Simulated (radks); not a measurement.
Q: The mean radii <r> (bohr) of the occupied orbitals of an atom or ion are listed with their occupations. All-electron calculation, scalar-relativistic Kohn-Sham, exchange-only r2SCAN, spin-polarised, spherical densities, finite nucleus; meta-GGA in the generalised Kohn-Sham scheme; Fermi nuclear charge, rms radius of each element as measured or else 0.836 A^(1/3) + 0.57 fm. Program: a radial shooting solver on a logarithmic mesh with Libxc functionals.

| orbital | occ. | <r> |
|---|---|---|
| 1s down | 1 | 0.01659 |
| 1s up | 1 | 0.01659 |
| 2s up | 1 | 0.06992 |
| 2s down | 1 | 0.06992 |
| 2p up | 3 | 0.06329 |
| 2p down | 3 | 0.06329 |
| 3s up | 1 | 0.1805 |
| 3s down | 1 | 0.1805 |
| 3p up | 3 | 0.1820 |
| 3p down | 3 | 0.1820 |
| 3d up | 5 | 0.1651 |
| 3d down | 5 | 0.1651 |
| 4s up | 1 | 0.3991 |
| 4s down | 1 | 0.3992 |
| 4p up | 3 | 0.4250 |
| 4p down | 3 | 0.4250 |
| 4d up | 5 | 0.4487 |
| 4d down | 5 | 0.4486 |
| 5s up | 1 | 0.9040 |
| 5s down | 1 | 0.9011 |
| 4f up | 7 | 0.4826 |
| 4f down | 7 | 0.4816 |
| 5p up | 3 | 1.031 |
| 5p down | 3 | 1.028 |
| 5d up | 5 | 1.344 |
| 5d down | 3 | 1.343 |
| 6d up | 2 | 4.079 |

Name the element and its charge. Open shells, if any, are filled with parallel spins first.

A: Z = 80, mercury, charge +2: Hg2+ in [Xe] 4f14 5d8 6d2. The 1s radius gives Z: for a bare nucleus <r> = (2 gamma + 1)/(2Z) with gamma = sqrt(1 - (Z/c)^2), 0.0164 bohr for Z = 80, and screening makes it slightly larger (0.01659 here). The occupations add up to 78, and the charge is Z minus that.
